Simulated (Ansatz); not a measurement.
Cartesian coordinates in Å:
```
C -1.279 1.347 2.932
Ga -0.078 0.733 1.506
C 1.848 1.102 1.312
O -0.849 -0.296 0.265
Ga -0.403 -0.902 -1.355
C -1.560 -2.327 -2.051
C 1.148 -0.069 -2.241
H -2.288 0.965 2.773
H -0.924 1.009 3.909
H -1.316 2.439 2.962
H 2.250 1.648 2.167
H 2.028 1.693 0.410
H 2.405 0.168 1.203
H -2.336 -2.577 -1.327
H -0.978 -3.225 -2.271
H -2.037 -2.015 -2.984
H 1.294 -0.446 -3.255
H 1.018 1.016 -2.290
H 2.057 -0.261 -1.666
```

Total charge 0; spin multiplicity 1.

**Question.** List the CAM-B3LYP/def2-TZVPP orbital energies in eV (Ansatz). (Estimate.)

**Answer.** Computed: Occupied: -10138.80, -10138.80, -1250.42, -1250.42, -1107.75, -1107.75, -1107.60, -1107.60, -1107.60, -1107.60, -521.04, -278.13, -278.13, -278.03, -278.03, -150.81, -150.81, -104.36, -104.36, -104.03, -104.03, -103.99, -103.99, -27.16, -24.22, -24.15, -24.06, -24.02, -24.01, -24.00, -23.99, -23.94, -23.90, -23.17, -20.61, -20.60, -20.34, -20.29, -13.84, -12.78, -12.66, -12.52, -12.51, -12.47, -12.35, -12.31, -12.25, -11.93, -10.17, -9.97, -9.79, -8.82, -8.36. Lowest empty: 0.61, 0.93, 0.94, 1.70, 2.38, 2.77, 3.18, 3.49.
